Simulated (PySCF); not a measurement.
Relaxation of triplet CuH3

These are results of UPBE0 in PySCF with Cu def2-TZVP, H def2-TZVP; no relativity; density-fitted integrals, not measurements. A (50,194) grid was used.

A hand-made trigonal planar start, of D3h symmetry, held to at least that symmetry:

```xyz
4
charge 0 multiplicity 3, angstrom
Cu    0.0000    0.0000    0.0000
H     1.4400    0.0000    0.0000
H    -0.7200    1.2471    0.0000
H    -0.7200   -1.2471    0.0000
```

Optimiser trace:
| step | E − E(last) (kJ/mol) | largest gradient (Eh/bohr) |
| --- | --- | --- |
| 0 | 24.55 | 0.03041 |
| 1 | 9.38 | 0.01742 |
| 2 | 0.66 | 0.00421 |
| 3 | 0.02 | 0.00073 |
| 4 | 0.00 | 0.00004 |

It ends at D3h with Cu–H 1.560 Å (×3); H–Cu–H 120.0° (×3). A frequency run shows 1 imaginary mode, down to 288i cm⁻¹, so it is a saddle point. Other isomers or separated fragments may lie lower.

Open d and f shells are described by one determinant, and the ground state may have another occupation or spin. At this level a singlet minimum of C2v symmetry lies 282 kJ/mol below this structure.
